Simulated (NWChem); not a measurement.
# Correlation energy of silylarsine (H5AsSi)

```xyz
7

Si     1.5569    -0.2999     0.0000
As    -0.7829     0.2106     0.0000
H      2.1686     0.3168     1.2132
H      2.1686     0.3168    -1.2132
H      1.8473    -1.7633     0.0000
H     -1.0721    -0.8105     1.1036
H     -1.0721    -0.8105    -1.1036
```
Charge 0, spin multiplicity 1.

Program: NWChem. The geometry was optimised at B3LYP/def2-SVP, a minimum by its harmonic frequencies.

Basis set: STO-3G. Each correlation energy counts from its own Hartree-Fock reference.

The Hamiltonian is non-relativistic. The correlated methods keep 14 core orbitals frozen. Coupled-cluster values serve here as a point of comparison, not as the truth.

Problem. For the correlation energy, CCSDT gives -114.2 mHa and CR-CCSD(T) gives -113.8 mHa. What do MP2, CCSD give?

Solution. MP2: -76.5 mHa; CCSD: -113.2 mHa.
